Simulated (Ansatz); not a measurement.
`[CH3][Ge][Br]` + `[NH2][AlH][Cl]` → `C[NH][AlH][Cl]` + `[GeH][Br]`  (substitution at a C–Ge bond)

Calculated with Ansatz (gas phase, PBE0-D4/def2-TZVP geometries, no zero-point term in ΔE). CCSD(T)/CBS adds triple-zeta CCSD(T) − MP2 to the extrapolated MP2 energy (def2 sets, frozen cores). Functionals use def2-TZVPP. For Br, Ge outer-core shells are correlated without core-valence functions, which leaves a few kJ/mol of doubt a bond. Scalar relativity is left out up to krypton. One conformer a species, not always the lowest.

```json
{"level": "PBE-D4", "ΔE (kJ/mol)": "82.8"}
{"level": "CAM-B3LYP", "ΔE (kJ/mol)": "81.2"}
```

(1) What does CCSD(T)/CBS give? (Estimate.)

Largest T1 diagnostic among the species: 0.011.

Results:

(1) Ansatz gave: +90.7 kJ/mol. The listed levels differ from it by -7.9, -9.5 kJ/mol.

At CCSD(T), def2-SVP lies −28.0 kJ/mol from the extrapolated value and def2-TZVPP −4.2 kJ/mol. Leaving LDA and LC-ωPBE aside and taking each functional with its dispersion term where it has one, the values, not all of them listed here, spread over 7.8 kJ/mol, from BLYP-D4 to r2SCAN-D4. In def2-TZVPP, CCSD(T) changes the Hartree–Fock value by +9.5 kJ/mol (the triples alone add +1.1 kJ/mol) and MP2 by +17.5 kJ/mol.
